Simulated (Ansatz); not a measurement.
The cluster InO3H3⁻. Charge -1, multiplicity 2. Geometry PBE0-D4/def2-SVP, that of the neutral singlet; atoms count from 1.

Cartesian coordinates in Å:
```
In 0.1835 0.1131 0.1053
O -0.7761 0.8976 1.6612
O -0.6716 -1.0210 -1.3012
O 2.1240 0.4678 -0.0924
H 2.4664 0.0342 -0.8835
H -1.7116 0.6640 1.6633
H -1.6146 -1.1558 -1.1527
```

In the def2 sets In takes a core potential; there is no spin–orbit coupling. The highest occupied level of the charge -1 doublet lies above zero (up to 0.82 eV). By energy differences its removal costs 0.66 eV (vertical, to the charge 0 singlet, at PBE0-D4/def2-TZVPD); a positive level beside a positive removal energy at the same level points to self-interaction error. The structure comes from a short search, and lower isomers may exist.

Question: Estimate the Mulliken populations from the PBE0/def2-TZVPD orbitals of Ansatz.

Answer: 
```
atom  charge (e)  spin (α − β)
 In1       -0.19          1.57
  O2       -0.34         -0.37
  O3       -0.40         -0.33
  O4       -0.54         -0.18
  H5        0.18          0.09
  H6        0.12          0.14
  H7        0.16          0.09
```
Mulliken values and Mayer orders depend strongly on the basis. With diffuse functions, as here, like atoms can get unlike values, and bond orders can come out too low or too high.

Question: Where does the spin sit?

Answer: Summed by element: In 1.57, O -0.89, H 0.32, of 1 unpaired in all. Largest on single atoms: In1 1.57, O2 -0.37, O3 -0.33.
